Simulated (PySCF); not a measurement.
## Computed properties of SiFH2I, SMILES [SiH2](I)F

SiFH2I, SMILES F[SiH2]I. Geometry optimised at B3LYP-D3(BJ)/def2-TZVP. The def2 effective core potentials stand for the cores of I; spin–orbit coupling is left out. The values are those of a single conformer. All values are computed for the isolated molecule unless a solvent is named; none is compared with measurement here.

**Structure.** The optimised structure has Cs symmetry. All 9 harmonic modes at B3LYP-D3(BJ)/def2-TZVP (PySCF) are real, so it is a minimum. With heavy atoms numbered as in [SiH2:1]([F:2])[I:3], the shortest bond between them is Si1–F2 at 1.598 Å and the longest Si1–I3 at 2.440 Å.

**Vibrations.** The strongest infrared lines (harmonic, unscaled, degenerate partners summed) lie at 892 cm⁻¹ (393 km/mol, H 47 %, Si 30 %, F 23 %), 961 cm⁻¹ (117 km/mol, H 90 %, Si 9 %), 2286 cm⁻¹ (90 km/mol, H 95 %). The softest mode is at 187 cm⁻¹ and the zero-point energy is 13.1 kcal/mol.

**Electronic structure.** ωB97X/def2-TZVPD (PySCF) places the frontier levels at -10.16 and 1.03 eV, a gap of 11.19 eV, and gives a dipole moment of 1.28 D and a mean polarisability of 61.4 bohr³.

**Excitations.** TDA-M06-2X/def2-SVPD (PySCF) has S1 at 5.86 eV (212 nm, f = 0.012, weak); the most intense of the 10 singlets computed lies at 8.12 eV (f = 0.17). T1 (TDA) is at 5.47 eV, 0.39 eV under S1. No vertical singlet excitation falls in the visible range (under 3.1 eV).
